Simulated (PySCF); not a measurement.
One of the candidates below gave these computed data.

All candidates are C3H11NSi2.

- Rotational structure: rotational constants A, B, C: 5.517, 0.881, 0.825 GHz [PBE0-D3(BJ)/def2-SVP]
- 1H NMR: chemical shifts (computed TMS as zero) by class: 6.03 (1 H), 5.26 (1 H), 5.09 (1 H), 4.72 (2 H), 3.62 (2 H), 1.72 (2 H), -0.25 (2 H) ppm [GIAO CAM-B3LYP/pcSseg-1]
- Valence photoelectron: vertical ionisation energy: 8.88 eV [ΔSCF CAM-B3LYP/def2-SVPD]
- 13C NMR: chemical shifts (computed TMS as zero) by class: 149.3 (1 C), 122.4 (1 C), 17.9 (1 C) ppm [GIAO CAM-B3LYP/pcSseg-1]
- UV, strongest line: among the 10 lowest singlet transitions: S2 at 6.62 eV (187 nm, f = 0.338) [TDDFT CAM-B3LYP/def2-SVPD]
- Polarisability: 105.7 au [CAM-B3LYP/def2-SVPD]
- UV, first state: lowest singlet excitation: 5.98 eV (207 nm, f = 0.004) [TDDFT CAM-B3LYP/def2-SVPD]
- Triplet: lowest triplet excitation (Tamm–Dancoff): 4.21 eV [TDA CAM-B3LYP/def2-SVPD]
- NMR, other nuclei: isotropic shieldings of nuclei other than C and H, by class: 268 (1 N), 393 (1 Si), 406 (1 Si) ppm [GIAO CAM-B3LYP/pcSseg-1]

Electronic properties: PySCF, gas phase, density fitting. Levels stand in brackets. The structure is a single PBE0-D3(BJ)/def2-SVP conformer in the gas phase; no vibrational or solvent corrections. NMR values are class means; diastereotopic atoms form classes of their own.

Problem. Which candidate is it?
A. `N[Si@H]1CCC[SiH2]1`
B. `C=CC[SiH2][SiH2]N`
C. `C[C@@H]1C[SiH2]N[SiH2]1`

Solution. B. It is `C=CC[SiH2][SiH2]N`. Numbering: `[CH2:1]=[CH:2][CH2:3][SiH2:4][SiH2:5][NH2:6]`. Its formula, C3H11NSi2, gives 1 degree of unsaturation: 0 rings and 1 π bond in the structure found. 3 carbons fall into 3 classes; from least to most shielded: alkene CH carbon [C2] (149.3 ppm), terminal =CH2 carbon [C1] (122.4 ppm), sp3 carbon bound to silicon [C3] (17.9 ppm). Hydrogen classes from least to most shielded: 1 H on an alkene CH carbon, C2 (6.03 ppm), 1 H on a terminal =CH2 carbon, C1 (5.26 ppm), 1 H on a terminal =CH2 carbon, C1 (5.09 ppm), 2 H on an SiH2 silicon, Si5 (4.72 ppm), 2 H on an SiH2 silicon, Si4 (3.62 ppm), 2 H on an sp3 carbon bound to silicon, C3 (1.72 ppm), 2 H on a silicon-bound nitrogen, N6 (-0.25 ppm, a mean of values up to 0.5 ppm apart in this geometry). The other shieldings belong to: 268 ppm, silicon-bound nitrogen [N6]; 393 ppm, SiH2 silicon [Si5]; 406 ppm, SiH2 silicon [Si4]. The first electron is taken from the HOMO, whose largest Löwdin shares are 0.27 on the terminal =CH2 carbon, 0.22 on the alkene CH carbon, 0.11 on an SiH2 silicon and 0.10 on the sp3 carbon bound to silicon. The optimised geometry has point group C1 and is an asymmetric top.

The others, at the same levels:
- `C[C@@H]1C[SiH2]N[SiH2]1` fails: its computed lowest singlet excitation is 6.26 eV (198 nm, f = 0.006) (against 5.98 eV), vertical ionisation energy is 9.24 eV (against 8.88 eV) and lowest triplet excitation (Tamm–Dancoff) is 5.94 eV (against 4.21 eV).
- `N[Si@H]1CCC[SiH2]1` fails: its computed lowest singlet excitation is 6.21 eV (200 nm, f = 0.013) (against 5.98 eV), vertical ionisation energy is 9.17 eV (against 8.88 eV) and lowest triplet excitation (Tamm–Dancoff) is 5.69 eV (against 4.21 eV).

Each candidate is one conformer, not necessarily the lowest. The conformers computed, where there is a choice (atom-mapped SMILES and torsion angles):
- `[CH2:1]=[CH:2][CH2:3][SiH2:4][SiH2:5][NH2:6]`: C1–C2–C3–Si4 106°, C2–C3–Si4–Si5 171°, C3–Si4–Si5–N6 -58°, H–N6–Si5–Si4 -56°, H–N6–Si5–Si4 166°

The conformers of `C[C@@H]1C[SiH2]N[SiH2]1` and `N[Si@H]1CCC[SiH2]1` aren't listed.
